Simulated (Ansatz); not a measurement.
Ansatz (a program for electronic structure) input (MP2/6-31G* with LANL2DZ past Ar): The .json file joins the Basis Set Exchange's 6-31G* for atoms up to Ar and LANL2DZ past it.

Ansatz 0.2 input:
```yaml
crystal:
  periodic: [false, false, false]
  atoms:
    - {symbol: Br, position_ang: [2.27667200, -0.59102400, -0.17203300]}
    - {symbol: C, position_ang: [0.40717800, -0.27853600, -0.02591600]}
    - {symbol: C, position_ang: [-0.51556600, -1.38042700, 0.08147000]}
    - {symbol: C, position_ang: [-1.77782400, -0.93428300, 0.17352500]}
    - {symbol: Se, position_ang: [-1.99636800, 0.90979000, 0.13986100]}
    - {symbol: C, position_ang: [-0.11540900, 0.96986900, -0.01766700]}
    - {symbol: H, position_ang: [-0.20600000, -2.41456500, 0.08485500]}
    - {symbol: H, position_ang: [0.40873800, 1.90782100, -0.08742600]}
basis:
  gaussian:
    orbitals: 6-31Gs+LANL2DZ.json
magnetization: {spin_polarized: true, initial_magnetization: 1}
correlation: {method: mp2, electrons: outside_noble_gas}
relax: {f_tol: 0.003, max_steps: 120}
```

Output:

```
Functional definition: HF
these checks for a lower state are left out or cut short: cluster_reference
integrals: 0.05 GiB planned
1005 factors; integrals over basis functions are off by at most 4.0e-4 eV
mean field: 0.27 GiB planned
mean field evaluation 1: about -4744.3909 eV, gradient 1.7e1 eV
mean field evaluation 2: about -4744.3935 eV, gradient 1.7e1 eV
mean field evaluation 4: about -4746.9494 eV, gradient 2.9e0 eV
mean field evaluation 8: about -4747.1264 eV, gradient 7.2e-1 eV
mean field evaluation 16: about -4747.3111 eV, gradient 7.7e-4 eV
mean field evaluation 32: about -4745.6994 eV, gradient 1.8e-1 eV
mean field evaluation 64: about -4745.7001 eV, gradient 3.3e-5 eV
mean field -4747.31108864 eV, -174.4604646645 hartree, gradient 2.6e-6 eV, S^2 1.228638; 5 other end points of the search recorded, 0 dependent functions left out
4 core orbitals not correlated
reference -4747.31108864 eV, -174.4604646645 hartree; 16, 15 occupied and 60, 61 virtual orbitals, 1005 factors
densities: 0.25 GiB planned
second order -14.42808634 eV of doubles, -0.00000000 eV of singles
the calculation of the forces begins
relax step   1: F+E_penalty+E_count = -4761.73917498 eV  Δ(F+E_penalty+E_count) = +0.000e0 eV  max|allowed force component| = 2.551e0 eV/Å  Δτ_max = 0.0000 Å  (292 SCF iters, accepted)
these checks for a lower state are left out or cut short: starts, cluster_reference, orbital_swaps, neighbouring_geometries, increment
integrals: 0.05 GiB planned
1005 factors; integrals over basis functions are off by at most 4.1e-4 eV
mean field: 0.27 GiB planned
mean field -4747.25601035 eV, -174.4584405745 hartree, gradient 9.3e-6 eV, S^2 1.118728; 0 other end points of the search recorded, 0 dependent functions left out
4 core orbitals not correlated
reference -4747.25601035 eV, -174.4584405745 hartree; 16, 15 occupied and 60, 61 virtual orbitals, 1005 factors
densities: 0.25 GiB planned
second order -14.57452205 eV of doubles, -0.00000000 eV of singles
the calculation of the forces begins
relax step   2: F+E_penalty+E_count = -4761.83053240 eV  Δ(F+E_penalty+E_count) = -9.136e-2 eV  max|allowed force component| = 9.356e-1 eV/Å  Δτ_max = 0.0196 Å  (43 SCF iters, accepted)
these checks for a lower state are left out or cut short: starts, cluster_reference, orbital_swaps, neighbouring_geometries, increment
integrals: 0.05 GiB planned
1005 factors; integrals over basis functions are off by at most 4.1e-4 eV
mean field: 0.27 GiB planned
mean field -4747.19496253 eV, -174.4561971085 hartree, gradient 2.1e-6 eV, S^2 1.060237; 0 other end points of the search recorded, 0 dependent functions left out
4 core orbitals not correlated
reference -4747.19496253 eV, -174.4561971085 hartree; 16, 15 occupied and 60, 61 virtual orbitals, 1005 factors
densities: 0.25 GiB planned
second order -14.64785378 eV of doubles, -0.00000000 eV of singles
the calculation of the forces begins
relax step   3: F+E_penalty+E_count = -4761.84281630 eV  Δ(F+E_penalty+E_count) = -1.228e-2 eV  max|allowed force component| = 2.116e-1 eV/Å  Δτ_max = 0.0121 Å  (48 SCF iters, accepted)
these checks for a lower state are left out or cut short: starts, cluster_reference, orbital_swaps, neighbouring_geometries, increment
integrals: 0.05 GiB planned
1005 factors; integrals over basis functions are off by at most 4.1e-4 eV
mean field: 0.27 GiB planned
mean field evaluation 96: about -4747.2106 eV, gradient 2.0e-6 eV
mean field -4747.21063163 eV, -174.4567729375 hartree, gradient 2.0e-6 eV, S^2 1.071872; 0 other end points of the search recorded, 0 dependent functions left out
4 core orbitals not correlated
reference -4747.21063163 eV, -174.4567729375 hartree; 16, 15 occupied and 60, 61 virtual orbitals, 1005 factors
densities: 0.25 GiB planned
second order -14.63346471 eV of doubles, -0.00000000 eV of singles
the calculation of the forces begins
relax step   4: F+E_penalty+E_count = -4761.84409634 eV  Δ(F+E_penalty+E_count) = -1.280e-3 eV  max|allowed force component| = 9.677e-2 eV/Å  Δτ_max = 0.0050 Å  (46 SCF iters, accepted)
these checks for a lower state are left out or cut short: starts, cluster_reference, orbital_swaps, neighbouring_geometries, increment
integrals: 0.05 GiB planned
1005 factors; integrals over basis functions are off by at most 4.1e-4 eV
mean field: 0.27 GiB planned
mean field -4747.21289103 eV, -174.4568559688 hartree, gradient 2.0e-6 eV, S^2 1.072388; 0 other end points of the search recorded, 0 dependent functions left out
4 core orbitals not correlated
reference -4747.21289103 eV, -174.4568559688 hartree; 16, 15 occupied and 60, 61 virtual orbitals, 1005 factors
densities: 0.25 GiB planned
second order -14.63143691 eV of doubles, -0.00000000 eV of singles
the calculation of the forces begins
relax step   5: F+E_penalty+E_count = -4761.84432794 eV  Δ(F+E_penalty+E_count) = -2.316e-4 eV  max|allowed force component| = 4.223e-2 eV/Å  Δτ_max = 0.0021 Å  (49 SCF iters, accepted)
these checks for a lower state are left out or cut short: starts, cluster_reference, orbital_swaps, neighbouring_geometries, increment
integrals: 0.05 GiB planned
1005 factors; integrals over basis functions are off by at most 4.1e-4 eV
mean field: 0.27 GiB planned
mean field -4747.21209288 eV, -174.4568266374 hartree, gradient 2.1e-6 eV, S^2 1.071242; 0 other end points of the search recorded, 0 dependent functions left out
4 core orbitals not correlated
reference -4747.21209288 eV, -174.4568266374 hartree; 16, 15 occupied and 60, 61 virtual orbitals, 1005 factors
densities: 0.25 GiB planned
second order -14.63228973 eV of doubles, -0.00000000 eV of singles
the calculation of the forces begins
relax step   6: F+E_penalty+E_count = -4761.84438261 eV  Δ(F+E_penalty+E_count) = -5.467e-5 eV  max|allowed force component| = 6.673e-3 eV/Å  Δτ_max = 0.0016 Å  (48 SCF iters, accepted)
these checks for a lower state are left out or cut short: starts, cluster_reference, orbital_swaps, neighbouring_geometries, increment
integrals: 0.05 GiB planned
1005 factors; integrals over basis functions are off by at most 4.1e-4 eV
mean field: 0.27 GiB planned
mean field -4747.21209278 eV, -174.4568266337 hartree, gradient 4.6e-6 eV, S^2 1.071196; 0 other end points of the search recorded, 0 dependent functions left out
4 core orbitals not correlated
reference -4747.21209278 eV, -174.4568266337 hartree; 16, 15 occupied and 60, 61 virtual orbitals, 1005 factors
densities: 0.25 GiB planned
second order -14.63229411 eV of doubles, -0.00000000 eV of singles
the calculation of the forces begins
relax step   7: F+E_penalty+E_count = -4761.84438689 eV  Δ(F+E_penalty+E_count) = -4.280e-6 eV  max|allowed force component| = 2.847e-3 eV/Å  Δτ_max = 0.0004 Å  (33 SCF iters, accepted)
these checks for a lower state are left out or cut short: cluster_reference
integrals: 0.05 GiB planned
1005 factors; integrals over basis functions are off by at most 4.1e-4 eV
mean field: 0.27 GiB planned
mean field evaluation 128: about -4744.3759 eV, gradient 1.7e1 eV
mean field evaluation 160: about -4746.0492 eV, gradient 2.2e0 eV
mean field -4747.21209278 eV, -174.4568266337 hartree, gradient 4.6e-6 eV, S^2 1.071196; 3 other end points of the search recorded, 0 dependent functions left out
4 core orbitals not correlated
reference -4747.21209278 eV, -174.4568266337 hartree; 16, 15 occupied and 60, 61 virtual orbitals, 1005 factors
densities: 0.25 GiB planned
second order -14.63229411 eV of doubles, -0.00000000 eV of singles
the calculation of the forces begins
Total energy: -4761.84438689 eV, -174.9945535242 hartree
Atom 0 at     2.302225    -0.594286    -0.174059 Å, force     0.000852    -0.000293    -0.000062 eV/Å
Atom 1 at     0.402080    -0.251738    -0.026246 Å, force    -0.001224    -0.000874     0.000126 eV/Å
Atom 2 at    -0.531983    -1.374089     0.082652 Å, force    -0.002194     0.001375     0.000143 eV/Å
Atom 3 at    -1.758997    -0.934991     0.171985 Å, force     0.002847     0.001466    -0.000277 eV/Å
Atom 4 at    -1.998397     0.903610     0.140203 Å, force     0.001276     0.000196    -0.000111 eV/Å
Atom 5 at    -0.115885     0.952502    -0.017140 Å, force    -0.001618    -0.002363     0.000200 eV/Å
Atom 6 at    -0.220070    -2.411072     0.085923 Å, force     0.000945    -0.000102    -0.000075 eV/Å
Atom 7 at     0.402449     1.898710    -0.086649 Å, force    -0.000885     0.000595     0.000057 eV/Å
Dipole moment:    -0.192460     0.188023     0.010667 e Å
Checks for a lower state left out: cluster_reference
```

The geometry given is a B3LYP-D3(BJ)/def2-TZVP minimum.

The determinant is spin-contaminated: <S^2> is 1.07 against 0.75 for a pure state.
